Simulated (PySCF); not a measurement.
An equivalent PySCF input for Xe⁺ (xenon, charge +1), [Kr] 4d10 5s2 5p5, 2P determinant, with a scalar-relativistic core potential:

```python
from pyscf import gto, scf, dft, mp, cc
import basis_set_exchange as bse
txt = bse.get_basis("aug-cc-pVDZ-PP", elements=["Xe"], fmt="nwchem", header=False)
cut = txt.index("\nECP")
mol = gto.M(atom="Xe 0 0 0", charge=1, spin=1, symmetry="D2h",
            basis=gto.basis.parse(txt[:cut]),
            ecp={"Xe": gto.basis.parse_ecp(txt[cut:])})
mf = dft.UKS(mol, xc="R2SCAN")
mf.irrep_nelec = {'Ag': (4, 4), 'B1g': (1, 1), 'B2g': (1, 1), 'B3g': (1, 1), 'B1u': (2, 2), 'B2u': (2, 2), 'B3u': (2, 1)}
mf.kernel()
```

It reaches the same state as the run whose output follows, with an energy that differs only through the grid. The run itself started from symmetry-adapted Hartree-Fock orbitals and held the occupation by maximum overlap, on a logarithmic radial grid, so the iterations belong to that start.

```
SCF conv_tol = 1e-09
number electrons alpha = 13  beta = 12
XC functionals = R2SCAN
    J. W. Furness, A. D. Kaplan, J. Ning, J. P. Perdew, and J. Sun.,  J. Phys. Chem. Lett. 11, 8208-8215 (2020)
    J. W. Furness, A. D. Kaplan, J. Ning, J. P. Perdew, and J. Sun.,  J. Phys. Chem. Lett. 11, 9248-9248 (2020)
    J. W. Furness, A. D. Kaplan, J. Ning, J. P. Perdew, and J. Sun.,  J. Phys. Chem. Lett. 11, 8208-8215 (2020)
    J. W. Furness, A. D. Kaplan, J. Ning, J. P. Perdew, and J. Sun.,  J. Phys. Chem. Lett. 11, 9248-9248 (2020)
cycle= 1 E= -329.019439612261  delta_E= -0.00448  |g|= 0.00874  |ddm|= 0.306
cycle= 2 E= -329.019488316796  delta_E= -4.87e-05  |g|= 0.00391  |ddm|= 0.0536
cycle= 3 E= -329.019495041763  delta_E= -6.72e-06  |g|= 0.000783  |ddm|= 0.0154
cycle= 4 E= -329.019495223209  delta_E= -1.81e-07  |g|= 4.03e-05  |ddm|= 0.00159
cycle= 5 E= -329.019495225098  delta_E= -1.89e-09  |g|= 4.18e-06  |ddm|= 0.000289
cycle= 6 E= -329.019495225122  delta_E= -2.38e-11  |g|= 1.81e-07  |ddm|= 3.84e-05
converged SCF energy = -329.019495225122  <S^2> = 0.75227744  2S+1 = 2.0022761
```

Energies and moments cover only the electrons outside the core potential.
